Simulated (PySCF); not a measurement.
# Steps of a relaxation of [PbI2]2+

[PbI2]2+ (singlet). PySCF 2.14.0, RKS PBE0, Pb def2-SVP with ECP60, I def2-SVP with ECP28; non-relativistic Hamiltonian with scalar-relativistic core potentials where named; density fitting; no spin-orbit coupling. Origin of the start: template. Columns: position (Å) and force (eV/Å). Energies are counted from the last step; some of the 7 steps are shown. Forces carry noise of the integration grid, about 0.01 to 0.03 eV/Å.

Run from Python with OMP_NUM_THREADS=2. Where DIIS fails, smearing, a level shift and second-order steps follow.
It took 19 s on 2 threads of Arm Neoverse V1, on a shared host, from the converged density of the start.

```xyz
3
step 0  E = 0.384 eV
Pb    0.0000    0.0000   -0.6055     0.00    0.00    0.56
I     2.4617    0.0000    0.4962     0.00    0.00   -0.28
I    -2.4617    0.0000    0.4962     0.00    0.00   -0.28
```

```xyz
3
step 2  E = 0.111 eV
Pb    0.0000    0.0000   -0.2494     0.00    0.00    0.47
I     2.6235    0.0000    0.3181    -0.26    0.00   -0.23
I    -2.6235    0.0000    0.3181     0.26    0.00   -0.23
```

```xyz
3
step 4  E = 0.014 eV
Pb    0.0000    0.0000    0.0340     0.00    0.00    0.13
I     2.6619    0.0000    0.1764    -0.22    0.00   -0.06
I    -2.6619    0.0000    0.1764     0.22    0.00   -0.06
```

Question: Where does the relaxation end?

Answer: It converges at step 6 in D∞h:
```xyz
3
step 6  E = 0
Pb    0.0000    0.0000    0.1304
I     2.6420    0.0000    0.1282
I    -2.6420    0.0000    0.1282
```

Question: How did the contacts change?

Answer: 
```csv
contact,start (Å),end (Å)
Pb1–I2 (I),2.697,2.642
Pb1–I3 (I),2.697,2.642
```
